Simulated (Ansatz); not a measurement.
C3H10AlN, relaxed with RKS PBE0-D4/def2-TZVP in Ansatz from a PBE-D4/def2-SVP geometry. The force threshold is 0.005 eV/Å; the program also tests the step.

The species carries charge 0 and has multiplicity 1. The bonds changed during the relaxation, so this is another structure than the one it started from.

Start:

```xyz
15

C    -0.313    2.224   -0.042
Al   -0.401    0.482    0.902
C    -1.078   -1.131   -0.124
C     0.325   -1.349   -0.709
N     1.261   -0.662    0.262
H     0.497    2.876    0.351
H    -1.259    2.795    0.085
H    -0.156    2.118   -1.138
H    -0.390    0.461    2.519
H    -1.849   -1.006   -0.909
H    -1.387   -1.979    0.522
H     0.434   -0.818   -1.676
H     0.640   -2.404   -0.879
H     1.555   -1.308    1.007
H     2.120   -0.298   -0.173
```

(1) By how much does the energy fall, and how many steps does the optimiser take? (An estimate is asked.)

(2) Which bonds change most? (Best estimate.)

(3) Give the relaxed structure. (An estimate is asked.)

Answers

(1) Computed: 0.06 eV, in 7 steps.

(2) The calculation gave: Al2–N5 from 2.116 to 2.076 Å; Al2–C3 from 2.029 to 2.007 Å; C4–H13 from 1.114 to 1.095 Å; C3–H10 from 1.108 to 1.090 Å.

(3) Ansatz gave: 
```xyz
15

C    -0.299    2.189   -0.051
Al   -0.392    0.467    0.898
C    -1.073   -1.126   -0.116
C     0.318   -1.319   -0.710
N     1.241   -0.651    0.269
H     0.499    2.831    0.338
H    -1.232    2.751    0.063
H    -0.133    2.073   -1.128
H    -0.393    0.461    2.502
H    -1.841   -1.012   -0.881
H    -1.354   -1.969    0.521
H     0.415   -0.770   -1.649
H     0.634   -2.351   -0.896
H     1.527   -1.301    0.993
H     2.081   -0.274   -0.153
```
